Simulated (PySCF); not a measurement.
## Radial density of Mg (magnesium, neutral)

r2SCAN, [Ne] 3s2, closed-shell 1S. All numbers are calculated (PySCF 2.14, scalar relativity by spin-free X2C-1e, in x2c-TZVPall (5s4p3d, 32 functions)).

| r (bohr) | 4πr²ρ (e/bohr) |
| --- | --- |
| 0.00244 | 0.08424 |
| 0.00410 | 0.2267 |
| 0.00689 | 0.5842 |
| 0.0116 | 1.453 |
| 0.0195 | 3.355 |
| 0.0328 | 6.851 |
| 0.0552 | 11.32 |
| 0.0928 | 13.30 |
| 0.156 | 9.799 |
| 0.263 | 7.480 |
| 0.442 | 10.85 |
| 0.743 | 8.344 |
| 1.25 | 2.099 |
| 2.10 | 0.7296 |
| 3.53 | 0.5265 |
| 5.94 | 0.07252 |
| 10.00 | 0.0009001 |

Densities and radii are taken from the X2C orbitals without a picture-change correction, which distorts them close to the nucleus.
